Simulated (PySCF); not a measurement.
VF5, SMILES [F][V]([F])([F])([F])[F], multiplicity 1. Atoms are numbered in the order given.

```xyz
6

V      0.0000     0.0000     0.0000
F      0.0000     0.0000     1.7210
F      0.0000     0.0000    -1.7210
F     -1.6843     0.0000     0.0000
F      0.8421     1.4586     0.0000
F      0.8421    -1.4586     0.0000
```
Charge 0, spin multiplicity 1.

Coordinates come from a ωB97X-D3(BJ)/def2-SVP optimisation. The spin state was assumed, not searched. The isomer is the one that the SMILES or the coordinates give; other isomers of the formula were not compared.

All values below come from TDDFT-PBE0/def2-SVPD (PySCF).

Vertical excitations; the highest root listed may be one member of a degenerate set.  State labels are in the subgroup C2v.

| state | symmetry | energy (eV) | λ (nm) | f | main pairs |
|---|---|---|---|---|---|
| S1 | B1 | 4.51 | 275 | 0.000 | HOMO→LUMO 50 %, HOMO−1→LUMO+1 50 % |
| S2 | B1 | 4.66 | 266 | 0.002 | HOMO−1→LUMO+1, HOMO→LUMO (degenerate set) |
| S3 | A1 | 4.66 | 266 | 0.002 | HOMO−1→LUMO, HOMO→LUMO+1 (degenerate set) |
| S4 | A2 | 4.81 | 258 | 0.000 | HOMO−4→LUMO 50 %, HOMO−3→LUMO+1 50 % |
| S5 | B1 | 4.88 | 254 | 0.006 | HOMO−2→LUMO (degenerate set) |
| S6 | A1 | 4.88 | 254 | 0.006 | HOMO−2→LUMO+1 (degenerate set) |
| S7 | A2 | 4.95 | 250 | 0.000 | HOMO−3→LUMO+1, HOMO−4→LUMO (degenerate set) |
| S8 | B2 | 4.95 | 250 | 0.000 | HOMO−3→LUMO, HOMO−4→LUMO+1 (degenerate set) |
| S9 | A1 | 5.49 | 226 | 0.000 | HOMO→LUMO+1 45 %, HOMO−1→LUMO 45 % |
| S10 | B2 | 5.74 | 216 | 0.019 | HOMO−1→LUMO+2 33 %, HOMO→LUMO+3 33 %, HOMO−4→LUMO+1 14 %, HOMO−3→LUMO 14 % |
| T1 | A1 | 4.05 | 306 | 0 | HOMO→LUMO+1 49 %, HOMO−1→LUMO 49 % |
| T2 | A1 | 4.23 | 293 | 0 | HOMO−1→LUMO, HOMO→LUMO+1 (degenerate set) |
| T3 | B1 | 4.23 | 293 | 0 | HOMO→LUMO, HOMO−1→LUMO+1 (degenerate set) |
| T4 | B2 | 4.49 | 276 | 0 | HOMO−3→LUMO 49 %, HOMO−4→LUMO+1 49 % |
Triplets are in the Tamm–Dancoff approximation, which puts them higher than full response would, so one can lie above its singlet here.
